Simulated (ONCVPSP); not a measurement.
**PBEsol ONCV dataset for Ga, scalar-relativistic all-electron reference.**

* Element: gallium
* Generator: ONCVPSP 4.0.1
* Type: optimised norm-conserving Vanderbilt (ONCV)
* Functional: PBEsol
* Relativity: scalar-relativistic
* Frozen core: [Ar]
* Valence charge: 13
* Reference configuration: 3d10 4s1.5 4p1.5
* Partial waves: 4s: rc 1.85 bohr, ncon 3, nbas 7, qcut 3.8 1/bohr, 1 projector; 4p: rc 1.80 bohr, ncon 4, nbas 8, qcut 5 1/bohr, 2 projectors, debl 1.2 Ha; 3d: rc 1.15 bohr, ncon 4, nbas 9, qcut 15.1 1/bohr, 2 projectors, debl 2.3 Ha
* Local potential: polynomial inside 1.10 bohr (lpopt 5, dvloc0 4 Ha)
* Core correction: Teter function, fcfact 2, rcfact 1.15

Poles of the logarithmic derivatives, all-electron (AE) and pseudo (PS). s: poles at 1.8 (AE) and 0.2, 2.0 (PS) Ha. p: poles at 2.9 (AE) and 2.7 (PS) Ha. d: poles at 0.2 (AE) and 0.2 (PS) Ha. Test radii: s 1.88, p 1.82, d 1.17 bohr.

- Cutoffs needed: 85 Ha and 95 Ha (the cutoffs (Ha) at which the residual kinetic energy of the hardest occupied pseudo-wave falls to 1 and 0.1 mHa per electron)
- Ghost test: no bound ghost flagged; GHOST(+) flagged for s at 5.7 eV
- Largest excitation error: +7.1 meV (all-electron minus pseudo) for 3d10 4s1 4p0, out of 4 test configurations
- rms error of d²Exc/dni dnj: 6.11 mHa without and 4.83 mHa with the model core
